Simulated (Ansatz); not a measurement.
Basis-set extrapolation for C2H6BFN2, SMILES `N=CC(N)BF` (PBE0-D4/def2-TZVP geometry, frozen core, Ansatz). Multiplicity 1, RHF reference.

|  | def2-TZVPP | def2-QZVPP |
| --- | --- | --- |
| HF | -312.406599 | -312.420992 |
| MP2 correlation | -1.085890 | -1.166808 |
| CCSD(T) correlation | -1.164417 | not run |

Energies in hartree. Use E(X) = E(∞) + A·exp(−7.88·√X) for Hartree–Fock and E(X) = E(∞) + B·X^(−2.97) for correlation, with X = 3 and 4, and add CCSD(T) minus MP2 of the smaller set to the MP2 limit.

Problem. What is the CCSD(T) energy at the basis-set limit?

Solution. HF limit: -312.420992 + (-0.014393) × 0.13774 = -312.42297. MP2 limit: -1.166808 + (-0.080918) × 0.74074 = -1.22675. Higher-order term: -1.164417 − (-1.085890) = -0.07853. Total: -313.72825 hartree, 412.8 kJ/mol below CCSD(T)/def2-TZVPP.
